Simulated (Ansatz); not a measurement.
Two structures of Si2AsH9, closed shell, reached by relaxing down either side of one saddle point (PBE0-D4/def2-TZVP). Energies are electronic, without zero-point energy. Program: Ansatz 0.2.0. Basis: def2-TZVPP and def2-QZVPP. Cores are frozen in the correlated methods. Filled d shells of the heavier atoms are correlated. The def2 sets are not built for correlating such inner shells, so the correlated values are less sure here. Extrapolation: Hartree–Fock as exp(−7.88 √X), correlation as X^−2.97. First:

Si1  (-0.612, 0.332, 0.241)
H2  (0.859, 0.364, 0.013)
H3  (-1.278, -0.129, -1.006)
H4  (-0.905, -0.634, 1.333)
Si5  (-1.369, 2.468, 0.822)
H6  (2.566, -2.403, 0.004)
As7  (1.377, -2.782, -0.866)
H8  (-0.701, 2.933, 2.068)
H9  (-2.839, 2.453, 1.049)
H10  (-1.068, 3.437, -0.267)
H11  (1.911, -1.981, -2.044)
H12  (2.058, -4.056, -1.346)
(Å)

Second:

| atom | x (Å) | y (Å) | z (Å) |
| --- | --- | --- | --- |
| Si1 | -1.0429 | -0.7173 | -0.1637 |
| H2 | 2.8007 | 0.4980 | 2.1874 |
| H3 | -2.1202 | -1.0351 | -1.1408 |
| H4 | -1.3785 | -1.3756 | 1.1289 |
| Si5 | -0.8927 | 1.5947 | 0.1438 |
| H6 | 2.6819 | 0.0019 | 1.6417 |
| As7 | 1.0730 | -1.5421 | -0.8469 |
| H8 | 0.1398 | 1.9042 | 1.1683 |
| H9 | -2.1966 | 2.1571 | 0.5877 |
| H10 | -0.5033 | 2.2462 | -1.1361 |
| H11 | 0.9530 | -0.8815 | -2.2133 |
| H12 | 0.4858 | -2.8506 | -1.3569 |

**Question.** Which bonds change from the first to the second?

**Answer.** Si₂H₆ ([SiH3][SiH3]) + AsH₃ → Si₂AsH₇ ([SiH3][SiH2][AsH2]) + H₂; bonds formed: Si1–As7, H2–H6; bonds broken: Si1–H2, H6–As7.

**Question.** Give the saddle point's structure and its height above each. (Judge from chemistry; the value comes from the calculation.)

**Answer.** The calculation gives: 251.1 kJ/mol above the first and 262.5 kJ/mol above the second (CCSD(T) at an estimated basis limit (MP2 extrapolated from triple and quadruple zeta, plus CCSD(T) − MP2 in triple zeta)).
Si1  (-0.694, -0.377, 0.311)
H2  (1.061, -0.190, 0.588)
H3  (-1.690, -0.807, -0.714)
H4  (-1.039, -1.029, 1.601)
Si5  (-0.892, 1.956, 0.430)
H6  (1.840, -0.894, 0.454)
As7  (1.171, -2.040, -0.659)
H8  (-0.125, 2.464, 1.600)
H9  (-2.307, 2.407, 0.545)
H10  (-0.311, 2.555, -0.803)
H11  (1.435, -0.914, -1.642)
H12  (1.551, -3.133, -1.711)
(Å)

No T1 diagnostic of these runs exceeds 0.013.

Labels in which every atom is bracketed show which atoms are joined, not bond orders.

For scale, one of the runs: CCSD(T)/def2-TZVPP, 258 basis functions, launched by `ansatz run in.yaml --threads 8 --pin off --events-out ev --progress --plain --max-ram 19148MiB`. Hardware: 8 CPU threads of an Intel Xeon, shared host. Wall time 93 s; peak host memory 5.4 GiB.
